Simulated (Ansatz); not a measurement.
Reaction (ligand exchange at the Al–Cl bond): `[OH][Al]([SiH3])[Cl]` + `C=N` → `C=[N][Al]([OH])[SiH3]` + HCl

Program: Ansatz. Geometries: PBE0-D4/def2-TZVP. ΔE: electronic, gas phase. CCSD(T)/CBS adds triple-zeta CCSD(T) − MP2 to the extrapolated MP2 energy (def2 sets, frozen cores). This one scheme is used for every species. Functionals use def2-TZVPP. B3LYP here is the variant with VWN-RPA as its local correlation; programs differ in this. One conformer a species, not always the lowest.

`[OH][Al]([SiH3])[Cl]`:

Cartesian coordinates in Å:
```
O -1.933 0.737 0.756
Al -0.817 -0.431 0.267
Si 1.385 0.282 -0.479
Cl -1.383 -2.457 0.319
H -2.819 0.542 1.057
H 2.061 1.078 0.582
H 2.242 -0.888 -0.811
H 1.264 1.138 -1.691
```

`C=N`:

Cartesian coordinates in Å:
```
C 0.103 0.312 0.211
N 0.364 -0.688 -0.512
H -0.905 0.623 0.509
H 0.928 0.926 0.577
H -0.490 -1.174 -0.786
```

`C=[N][Al]([OH])[SiH3]`:

Cartesian coordinates in Å:
```
C 1.157 0.647 -2.231
N 0.842 0.484 -1.040
Al 0.329 0.214 0.612
O 1.249 0.803 1.910
Si -1.720 -1.017 1.060
H 0.826 1.518 -2.819
H 1.789 -0.068 -2.781
H 2.062 1.294 1.811
H -2.705 -0.185 1.807
H -2.369 -1.455 -0.207
H -1.459 -2.235 1.878
```

HCl:

Cartesian coordinates in Å:
```
Cl 0.546 0.277 -0.184
H -0.546 -0.277 0.184
```

```
          level  ΔE (kJ/mol)
       B3LYP-D4         91.7
        ωB97X-V         98.6
         r2SCAN         96.0
CCSD/def2-TZVPP         97.3
```

Q: What does CCSD(T)/CBS give? (Estimate.)

A: Computed: +98.8 kJ/mol. The listed levels differ from it by -7.1, -0.2, -2.8, -1.5 kJ/mol.

Largest T1 diagnostic among the species: 0.014.

In def2-TZVPP, CCSD(T) changes the Hartree–Fock value by −8.6 kJ/mol (the triples alone add −0.8 kJ/mol) and MP2 by −8.6 kJ/mol. From PBE to PBE0 (25 % exact exchange), in def2-TZVPP and without D4, ΔE moves by +4.1 kJ/mol.
